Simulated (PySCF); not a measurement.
C2H9BClP.
Bonds: P1–B2, B2–C3, C3–C4, C4–Cl5. Hydrogens: H6, H7, H8 on P1; H9, H10 on B2; H11, H12 on C3; H13, H14 on C4.

Jobs on this species (14 atoms, 58 electrons) with PySCF (density fitting). Hardware of each: one thread of an Arm Neoverse V2 (shared host). Times come from a shared host and carry two figures at best. Peak memory is the resident size of the whole Python process, interpreter and libraries included.

```json
{"level and settings": "delta-SCF UKS B3LYP, pcX-2 on the ionised atom, pcseg-1 elsewhere, spin-free X2C", "work": "ΔSCF core ionisation, 7 holes", "basis functions": "165", "SCF cycles": "?", "wall time": "?", "peak memory": "?"}
{"level and settings": "delta-SCF UKS PBE, pcX-2 on the ionised atom, pcseg-1 elsewhere, spin-free X2C", "work": "ΔSCF core ionisation, 7 holes", "basis functions": "165", "SCF cycles": "?", "wall time": "?", "peak memory": "?"}
{"level and settings": "delta-SCF UKS SCAN, pcX-2 on the ionised atom, pcseg-1 elsewhere, non-relativistic", "work": "ΔSCF core ionisation, 7 holes", "basis functions": "165", "SCF cycles": "?", "wall time": "?", "peak memory": "?"}
{"level and settings": "delta-SCF UKS SCAN, pcX-2 on the ionised atom, pcseg-1 elsewhere, spin-free X2C", "work": "ΔSCF core ionisation, 7 holes", "basis functions": "165", "SCF cycles": "103", "wall time": "50 s", "peak memory": "0.57 GiB"}
{"level and settings": "delta-SCF UKS SCAN, pcX-1 on the ionised atom, pcseg-1 elsewhere, spin-free X2C", "work": "ΔSCF core ionisation, 7 holes", "basis functions": "145", "SCF cycles": "101", "wall time": "40 s", "peak memory": "0.55 GiB"}
{"level and settings": "delta-SCF UKS SCAN, def2-TZVP on the ionised atom, pcseg-1 elsewhere, spin-free X2C", "work": "ΔSCF core ionisation, 7 holes", "basis functions": "142", "SCF cycles": "102", "wall time": "47 s", "peak memory": "0.55 GiB"}
{"level and settings": "delta-SCF UKS HF, pcX-2 on the ionised atom, pcseg-1 elsewhere, spin-free X2C", "work": "ΔSCF core ionisation, 7 holes", "basis functions": "165", "SCF cycles": "87", "wall time": "32 s", "peak memory": "0.55 GiB"}
{"level and settings": "PBE0-D3(BJ)/def2-SVP, grid level 1", "work": "geometry optimisation from a GFN2-xTB start shaken at random", "basis functions": "123", "SCF cycles": "44", "wall time": "47 s", "peak memory": "0.49 GiB"}
{"level and settings": "delta-SCF UKS PBE0, pcX-2 on the ionised atom, pcseg-1 elsewhere, spin-free X2C", "work": "ΔSCF core ionisation, 7 holes", "basis functions": "165", "SCF cycles": "90", "wall time": "55 s", "peak memory": "0.66 GiB"}
```

**Question.** Fill in the missing figures.

**Answer.** 
- delta-SCF UKS B3LYP, pcX-2 on the ionised atom, pcseg-1 elsewhere, spin-free X2C; ΔSCF core ionisation, 7 holes: 56 s, 0.71 GiB, 92 SCF cycles
- delta-SCF UKS PBE, pcX-2 on the ionised atom, pcseg-1 elsewhere, spin-free X2C; ΔSCF core ionisation, 7 holes: 30 s, 0.55 GiB, 102 SCF cycles
- delta-SCF UKS SCAN, pcX-2 on the ionised atom, pcseg-1 elsewhere, non-relativistic; ΔSCF core ionisation, 7 holes: 48 s, 0.55 GiB, 103 SCF cycles

**Question.** What do all jobs in the table cost together?

**Answer.** About 6.8 min; the longest takes about 14 % of that, and about 1.9 times as long as the shortest.
